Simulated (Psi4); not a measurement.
Psi4 input (wB97X-D/6-31G*):

```
memory 1500 MB

molecule {
1 1
B    -0.00000000   -0.00000000   -0.73134743
O     0.00000000    0.00000000    0.45709214
symmetry c1
no_reorient
no_com
}

set {
  basis 6-31G*
  reference rks
  scf_type pk
  dft_radial_points 99
  dft_spherical_points 590
  e_convergence 1e-8
  d_convergence 1e-7
  maxiter 150
}

e = energy('wb97x-d')
print_out(f'\nFINAL {e:.10f} DIPOLE {variable("CURRENT DIPOLE")[0]:.6f} {variable("CURRENT DIPOLE")[1]:.6f} {variable("CURRENT DIPOLE")[2]:.6f}\n')
```

Task: What final total energy does it give?

Result: -99.50916 Eh.
